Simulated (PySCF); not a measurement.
**Dipole moment and polarisability of `C#C[C@@H](Cl)CC=O`**

Species: C₅H₅ClO.
Cartesian coordinates in Å at the GFN2-xTB level; atoms count from 1:
```
atom  x, y, z in Å
C1     2.3798    0.1802    0.8219
C2     1.4168   -0.2680    0.2702
C3     0.2425   -0.8402   -0.3409
Cl4    0.1616   -2.5984    0.0895
C5    -1.0339   -0.1469    0.1304
C6    -1.1984    1.2145   -0.4887
O7    -0.5145    1.6785   -1.3537
H8     3.2331    0.5892    1.2747
H9     0.3223   -0.7926   -1.4311
H10   -1.0399   -0.0485    1.2185
H11   -1.9095   -0.7415   -0.1468
H12   -2.0587    1.7732   -0.0702
```

Level: CAM-B3LYP/def2-SVPD (PySCF), static field, nuclei fixed, core orbitals frozen in the response. The polarisability tensor in these axes (au):

```
x   78.86  4.83  4.84
y    4.83 79.88 -1.28
z    4.84 -1.28 61.84
```

Diagonalise the tensor; give its mean and Δα, where Δα² is half the sum of the squared differences of the eigenvalues.

Principal values 60.23, 75.86 and 84.48 au; mean 73.52 au = 10.90 Å³ = 12.12 × 10⁻⁴⁰ C²·m²/J; Δα = 21.29 au (29 % of the mean).

What is the dipole moment, and where does it point?

(-1.41, 0.51, 1.48) D, 2.11 D in size, pointing from the negative to the positive side. Measured along this direction, the outermost atoms are H9 at the negative end and H12 at the positive end.

What are the principal values of the traceless quadrupole moment, Θ = ½Σq(3rr − r²1), about the centre of nuclear charge?

-15.67, 3.88, 11.79 D·Å. The values depend on the origin, since the dipole doesn't vanish. The electronic extent ⟨r²⟩ about the same centre is 1002 bohr², a root-mean-square distance of 2.16 Å for the 60 electrons.

What would n − 1 = 2πNα be for an ideal gas of these molecules at 350 K and 1 atm, electronic part alone?

N = p/kT = 2.0968 × 10¹⁹ cm⁻³, so n − 1 = 2π × N × 10.90 × 10⁻²⁴ cm³ = 1435 × 10⁻⁶ at long wavelengths, for an ideal gas.

Find the Langevin capture rate constant for O2+ (31.990 u) meeting this molecule (116.003 u), k = 2.342 × 10⁻⁹ cm³/s × √(α in Å³ / reduced mass in u).

The reduced mass is 25.07 u, so k = 1.54 × 10⁻⁹ cm³/s. The formula leaves out the permanent dipole, which adds to the capture rate.

Orientational against electronic polarisability at 400 K (dilute gas, rigid molecules)?

In Gaussian units μ²/3kT = 26.93 Å³ against 10.90 Å³, a ratio of 2.47; the Debye molar polarisation (4π/3)N_A(α + μ²/3kT) is 95.4 cm³/mol, leaving out the vibrational part.

Isolated species at its GFN2-xTB geometry (one conformer only).

These values come from a run that also computed excited states. The run took 46 s of wall time (grids of density and orbitals included) on Intel Xeon Platinum 8488C, one thread, on a shared host, and the process peaked at 0.83 GiB of memory.
